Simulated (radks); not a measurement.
Problem. All-electron atom: the selenium ion Se8+ in [Ar] 3d8. All-electron calculation, non-relativistic Kohn-Sham, LDA (Slater exchange, Perdew-Wang correlation), spin-unpolarised, spherical densities, point nucleus. Program: a radial shooting solver on a logarithmic mesh with Libxc functionals. Some entries of the table are withheld. Estimate them.

| orbital | occ. | eigenvalue (eV) | r(max) (bohr) |
|---|---|---|---|
| 1s | 2 | -12445.80 | (1) |
| 2s | 2 | -1724.457 | (2) |
| 2p | 6 | -1566.910 | 0.1333 |
| 3s | 2 | -358.6682 | (3) |
| 3p | 6 | -304.0636 | 0.4972 |
| 3d | 8 | (4) | 0.4351 |

Solution. 
(1) 1s r(max) (bohr): 0.02975
(2) 2s r(max) (bohr): 0.1684
(3) 3s r(max) (bohr): 0.5070
(4) 3d eigenvalue (eV): -207.0481
